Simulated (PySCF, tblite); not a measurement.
Calculations on `C[CH2][Al]1[O]CC[S]1`, in the order of a workflow; each names the level of the geometry that it ran on. Settings lines and outputs come from a driver script.

Species: C₄H₉AlOS.
SMILES with atom numbers: `[CH3:1][CH2:2][Al:3]1[O:4][CH2:5][CH2:6][S:7]1` (hydrogens: H8, H9, H10 on C1; H11, H12 on C2; H13, H14 on C5; H15, H16 on C6)

Step 1: GFN2-xTB geometry optimisation, gas phase (tblite 0.8.0) (from a force-field or distance-geometry start)
```json
{"job": {"kind": "relax", "xc": "GFN2-xTB", "basis": "xTB"}, "charge": 0, "multiplicity": 1}
```
```
step      E/eV     max force
  0    -586.60617    2.723
  1    -586.87254    1.459
  2    -586.99462    0.867
...
134    -587.52837    0.020
135    -587.52844    0.017
136    -587.52849    0.014
137    -587.52853    0.011
138    -587.52856    0.009
```

Energy lowered by 21.3 kcal/mol over 138 steps; largest atomic force 0.009 eV/Å at the end. «max force» is the largest atomic force in eV/Å.

Time: 1.8 s. Hardware: an Arm Neoverse N1 with one thread, no GPU, on a shared host.

Step 2: GFN2-xTB harmonic vibrations, gas phase (tblite 0.8.0) (on the GFN2-xTB geometry)
```json
{"job": {"kind": "ir", "xc": "GFN2-xTB", "basis": "xTB"}, "charge": 0, "multiplicity": 1}
```
```
(table of modes left out)
```

42 modes from 38 to 3019 cm⁻¹ (unscaled, harmonic); zero-point energy 77.6 kcal/mol; all wavenumbers are real at this level.

The run took 1.0 s on one thread of an Arm Neoverse N1, no GPU, on a shared host.

Step 3: TDDFT CAM-B3LYP/def2-SVPD, vertical, gas phase, core orbitals frozen in the response (PySCF 2.14.0, density-fitted response routines) (on the GFN2-xTB geometry)
```json
{"job": {"kind": "uv", "xc": "CAM-B3LYP", "basis": "def2-SVPD", "nstates": 8, "ntriplets": 3}, "charge": 0, "multiplicity": 1}
```
```
...
Static polarisability (au): isotropic 94.358, principal 76.517 91.263 115.295
Singlet excitations
state   eV       nm        f      main configurations
  1   5.3405    232.2   0.03098   H->L 0.83
  2   5.5064    225.2   0.02392   H->L+1 0.79
  3   6.0227    205.9   0.00592   H->L+2 0.56, H->L+5 0.16, H->L+1 0.08
  4   6.2671    197.8   0.00495   H-1->L+1 0.86, H-1->L 0.08
  5   6.5653    188.8   0.19326   H-1->L 0.79
  6   6.8960    179.8   0.01009   H-2->L 0.37, H->L+3 0.11, H->L+4 0.09
  7   6.9463    178.5   0.01943   H->L+3 0.54, H->L+4 0.10, H->L+5 0.08
  8   7.0474    175.9   0.01122   H-3->L+1 0.41, H-3->L 0.29, H-2->L 0.12
Triplet excitations (Tamm-Dancoff, eV): 4.9175 5.1088 5.4999
```

HOMO -8.00 eV, LUMO 0.22 eV; lowest singlet 5.34 eV; lowest triplet 4.92 eV (Tamm–Dancoff); mean polarisability 94.4 au.

Time: 91 s wall; peak memory 1.0 GiB. Hardware: Arm Neoverse N1, one thread, shared host with 64 logical CPUs at a one-minute load of 54.

Geometry of the electronic-property runs (GFN2-xTB):
```
atom  x, y, z in Å
C1     2.936    0.268    0.115
C2     1.999   -0.938    0.253
Al3    0.112   -0.332    0.159
O4    -1.333   -1.119    0.519
C5    -2.558   -0.481    0.273
C6    -2.406    1.051    0.248
S7    -0.811    1.587   -0.500
H8     2.841    0.930    0.973
H9     2.694    0.847   -0.776
H10    3.977   -0.050    0.042
H11    2.199   -1.657   -0.550
H12    2.197   -1.471    1.189
H13   -2.955   -0.829   -0.687
H14   -3.266   -0.752    1.066
H15   -2.427    1.448    1.263
H16   -3.206    1.508   -0.332
```

 (This holds for the electronic-property runs.)

One conformer stands for the species.
